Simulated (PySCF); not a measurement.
A structure optimised at PBE0-D3(BJ)/def2-SVP, used in a PySCF frequency run:

```
Ti
F 1 1.7377
F 1 1.7377 2 114.58
F 1 1.7463 2 108.41 3 -121.23
N 1 1.8399 2 107.72 4 -118.93
H 5 1.0177 1 124.46 2 -153.72
H 5 1.0177 6 111.01 1 177.05
```

Task: Write its SMILES, formula and point group.

Result: [NH2][Ti]([F])([F])[F], F₃H₂NTi, Cs

Task: What are its rotational constants (standard atomic weights)?

Result: 3.3561, 3.2640, 3.1379 GHz
